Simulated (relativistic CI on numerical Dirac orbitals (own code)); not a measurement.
Sensitivity of the levels of Pb67+ to α and to the nuclear radius

These numbers are calculated, not measured: Dirac-Coulomb-Breit CI, separate exchange-only KLI orbitals for each configuration, derivatives by finite differences, unscaled Slater integrals, QED left out (own radial code, finite nucleus).

Configuration list (outside the closed core [Ne]): 3s²3p³, 3s²3p²3d, 3s3p⁴, 3s²3p3d², 3p⁵, 3s3p³3d, 3p³3d², 3s3p²3d². Levels of other configurations are missing.

With x = (α/α₀)² − 1 an excitation energy changes as ω = ω₀ + qx; K = 2q/ω₀ is the relative enhancement. Terms are leading LS components, so labels can repeat. The field-shift factor is F = δν/δ⟨r²⟩ for the transition from the lowest level.

Lowest level 3s²3p³ ²P°3/2.

```
         Level  ω₀ (cm⁻¹)   q (cm⁻¹)      K  F (GHz/fm²)
3s²3p²3d ²D3/2    2142770     145800  0.136         52.5
3s²3p²3d ²D5/2    3326000  1.258e+06  0.757         66.3
 3s²3p³ ⁴S°3/2    4580640   6.07e+06   2.65        -1440
 3s²3p³ ²D°5/2    4687997  6.061e+06   2.59        -1450
 3s²3p³ ²P°1/2    4831702  6.076e+06   2.52        -1440
   3s3p⁴ ⁴P5/2    6302932  6.563e+06   2.08       -16400
   3s3p⁴ ²P3/2    6555240  6.422e+06   1.96       -10200
   3s3p⁴ ²S1/2    6590879   6.54e+06   1.98       -14400
3s²3p²3d ⁴F5/2    6687463  6.195e+06   1.85        -1480
3s²3p²3d ⁴D1/2    6719471  6.217e+06   1.85        -1720
3s²3p²3d ⁴D3/2    6733826  6.259e+06   1.86        -3640
3s²3p²3d ²G7/2    6801540  6.187e+06   1.82        -1370
3s²3p²3d ²D5/2    7090166  6.265e+06   1.77        -2030
```

At this charge energies of transitions that change n are usually good to better than 1 %, and those within a shell (Δn = 0) to a few per cent.
